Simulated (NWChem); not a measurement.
# phosphorus nitride (PN); SMILES N#P

```xyz
2

N      0.0000     0.0000     1.0049
P      0.0000     0.0000    -0.4745
```
Atoms are numbered in this order, from 1.

Program: NWChem. Pople sets run with spherical d functions. Structure relaxed at the PBE0-D3(BJ)/def2-TZVP level. Level: PBE0/6-31+G*; rows give the wavelength of the field.

| field | isotropic polarisability (bohr³) | anisotropy (bohr³) |
|---|---|---|
| static | 23.3 | 19.2 |
| 1065 nm | 23.6 | 19.4 |
| 589 nm | 24.2 | 20.1 |
